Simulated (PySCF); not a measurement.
Species: C7H19NSi.
Numbering: `[CH3:1][CH:2]([CH3:3])[CH2:4][C@H:5]([CH3:6])[CH2:7][NH:8][SiH3:9]` (hydrogens: H10, H11, H12 on C1; H13 on C2; H14, H15, H16 on C3; H17, H18 on C4; H19 on C5; H20, H21, H22 on C6; H23, H24 on C7; H25 on N8; H26, H27, H28 on Si9)

Geometry (PBE0-D3(BJ)/def2-SVP, Å), atoms numbered from 1 in this order:
```
atom  x, y, z in Å
C1    -2.3343    0.1877   -1.3492
C2    -2.0825    0.4407    0.1331
C3    -3.2324    1.2270    0.7530
C4    -0.7556    1.1613    0.3828
C5     0.5082    0.4731   -0.1318
C6     0.6978   -0.9254    0.4381
C7     1.7273    1.3560    0.1521
N8     2.9511    0.8391   -0.4148
Si9    4.5052    0.9238    0.3396
H10   -2.3429    1.1364   -1.9124
H11   -1.5652   -0.4597   -1.7974
H12   -3.3086   -0.3004   -1.5075
H13   -2.0393   -0.5394    0.6419
H14   -3.3313    2.2180    0.2788
H15   -4.1925    0.7020    0.6288
H16   -3.0742    1.3896    1.8307
H17   -0.8194    2.1712   -0.0645
H18   -0.6449    1.3226    1.4714
H19    0.4334    0.3904   -1.2335
H20    1.6714   -1.3325    0.1293
H21    0.6763   -0.9022    1.5410
H22   -0.0867   -1.6199    0.1029
H23    1.5069    2.3847   -0.1988
H24    1.8573    1.4350    1.2474
H25    2.9207    0.7351   -1.4236
H26    5.0932    2.3018    0.4653
H27    4.4057    0.3729    1.7269
H28    5.4424    0.1055   -0.4877
```

Theory: PySCF, PBE0-D3(BJ)/def2-SVP geometry optimisation, gas phase.

Take the most abundant isotopes and a rigid rotor. The values belong to one conformer with, in the numbering `[CH3:1][CH:2]([CH3:3])[CH2:4][C@H:5]([CH3:6])[CH2:7][NH:8][SiH3:9]`, C1–C2–C4–C5 -58°, C2–C4–C5–C6 -58°, C4–C5–C7–N8 -174°, C5–C7–N8–Si9 -143°.

Task: Give the principal moments of inertia and the rotational constants in cm⁻¹.

Result: Ia = 139.89, Ib = 1124.88, Ic = 1150.24 u·Å²; 505379 MHz·u·Å²/I gives 3613, 449.3 and 439.4 MHz, that is A = 0.12051, B = 0.01499, C = 0.01466 cm⁻¹.

Task: What kind of rotor is it?

Result: A near-prolate asymmetric top; Ray's κ = -0.994.

Task: What does the inertial defect say?

Result: Not planar: Δ = Ic − Ia − Ib = -114.53 u·Å². For a rigid frame Δ = −2 Σ m c², so Σ m c² = 57.26 u·Å² lies off the ab plane: 24.26 from hydrogen and 33.00 from heavier atoms. The atom farthest from that plane is 2.07 Å away.

Task: Where do the levels up to J = 2 lie, in K?

Result: Above 0(0,0), as E/k:
J = 1: 1(0,1) 0.043, 1(1,1) 0.194, 1(1,0) 0.195
J = 2: 2(0,2) 0.128, 2(1,2) 0.279, 2(1,1) 0.281, 2(2,1) 0.736, 2(2,0) 0.736

Task: Predict some low-J microwave lines.

Result: The dipole components are |μa| = 0.93 D, |μb| = 0.24 D, |μc| = 0.69 D. Intensities carry the squares of the components, which stand as 1.00 : 0.07 : 0.54 (a : b : c). Some lines, for components of 0.1 D or more:

```
type  branch         J(Ka,Kc)    MHz  lower level (cm⁻¹)
   b       R  4(0,4) ← 3(1,3)    416               0.283
   b       Q  1(1,0) ← 1(0,1)   3173               0.030
   b       Q  3(1,2) ← 3(0,3)   3198               0.178
   a       R  4(3,2) ← 3(3,1)   3555               1.129
   c       R  1(1,0) ← 0(0,0)   4062               0.000
   b       R  2(1,2) ← 1(0,1)   4931               0.030
   b       R  4(1,4) ← 3(0,3)   6673               0.178
   c       Q  2(2,1) ← 2(1,1)   9490               0.195
   b       Q  3(2,2) ← 3(1,3)   9535               0.283
   b       R  2(2,0) ← 1(1,1)  11287               0.135
   b       R  3(2,2) ← 2(1,1)  12156               0.195
   c       R  3(2,1) ← 2(1,1)  12156               0.195
   b       R  3(2,1) ← 2(1,2)  12186               0.194
   c       R  4(2,2) ← 3(1,2)  13030               0.285
   b       Q  4(3,1) ← 4(2,2)  15842               0.719
   c       Q  3(3,1) ← 3(2,1)  15842               0.601
   b       R  3(3,1) ← 2(2,0)  18508               0.512
   c       R  3(3,0) ← 2(2,0)  18508               0.512
   c       R  3(3,1) ← 2(2,1)  18508               0.512
   b       R  3(3,0) ← 2(2,1)  18508               0.512
   b       Q  4(4,0) ← 4(3,1)  22179               1.248
   b       R  4(4,1) ← 3(3,0)  25733               1.129
   c       R  4(4,0) ← 3(3,0)  25733               1.129
   c       R  4(4,1) ← 3(3,1)  25733               1.129
```

Task: Estimate the classical rotational partition function at 25 K, 50 K and 298.15 K.

Result: Point group C1, symmetry number σ = 1; q = (√π/σ)·√((kT/h)³/(ABC)), k/h = 20836.6 MHz/K: 25000 at 25 K, 70600 at 50 K, 1030000 at 298.15 K.

No PBE0-D3(BJ)/def2-SVP frequencies stand behind this structure, so it isn't proved a minimum. Constants of a rigid frame at the computed geometry: no zero-point averaging, no centrifugal distortion. A rigid rotor knows nothing of inversion at nitrogen or internal rotation, which can split or shift real lines. Quadrupole hyperfine structure (14N) is left out.

On Arm Neoverse V1, one thread, shared host with 32 logical CPUs at a one-minute load of 15, this took 4.2 min of wall time and 1.0 GiB of memory at its peak. These figures are those of the optimisation.
